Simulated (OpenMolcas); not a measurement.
## Levels of Kr+ by method

- Program: OpenMolcas
- Basis: ANO-RCC-VTZP [6s5p3d1f]
- Scalar Hamiltonian: DKH2, point nucleus
- Active space: 7 electrons in 9 orbitals (RAS2 4s 4p; RAS3 4d, at most 2 electrons)
- State averaging: 2S+1 = 2 odd, 3 roots; 2S+1 = 2 even, 1 root
- Spin-orbit coupling: RASSI with atomic mean-field integrals over the reference wave functions, term energies averaged over their components

Methods on the same reference wave functions:
A. RASSCF
B. SS-RASPT2, IPEA 0.25 Eh, imaginary shift 0.1 Eh (closed shells correlated: 3d)
C. XMS-RASPT2, IPEA 0.25 Eh, imaginary shift 0.1 Eh (closed shells correlated: 3d)

Energies in cm⁻¹ above 4s² 4p⁵ ²P°_3/2, the measured ground level; measured values from NIST Handbook of Basic Atomic Spectroscopic Data.

```tsv
Level	A	B	C	Measured
4s² 4p⁵ ²P°_3/2	0.0	0.0	0.0	0.0
4s² 4p⁵ ²P°_1/2	4816	4816	4816	5370
4s 4p⁶ ²S_1/2	112720	112793	113028	109000
```

Deviations, from unrounded energies. A percentage is the sum of absolute deviations over the sum of measured energies, with the sign that they share, or ± where signs differ.

```tsv
Against measurement	Levels	A	B	C
mean absolute deviation (cm-1)	2	2100	2200	2300
fine structure of the ground term (%)	1	-10.3	-10.3	-10.3
other configurations (%)	1	+3.4	+3.5	+3.7
```

A, B lie about equally close to measurement and C furthest from it. The largest miss of A in the table is 4s 4p⁶ ²S_1/2, by +3700 cm-1. The ranking rests on the paired levels alone, and a cruder setting can come out closer through cancelling errors.

Between B and C the level of the table that moves most is 4s 4p⁶ ²S_1/2, by 240 cm-1 (lowest in B, highest in C).

The lowest spin-free term lies below A's lowest term by 0.125 hartree in B, 0.126 hartree in C.

Active for correlation alone: 4d; no level in the range computed is led by a configuration that fills it, so any true level of that kind is missing. Some terms mix strongly with configurations of 4d, whose occupation reaches 0.33 (4s 4p⁶ ²S). Without dynamic correlation excited terms often stand tens of per cent too high (terms of higher spin than the ground term too low), and those without a measured partner can miss by more than the paired ones (holds for A). Computed and measured levels are paired by configuration, term and J; levels that our copy of the source lacks, or whose pairing is in doubt (as where it misses far off the trend of its configuration), stay unpaired and out of the deviations. Levels of configurations outside the active space are missing.

° marks odd parity.
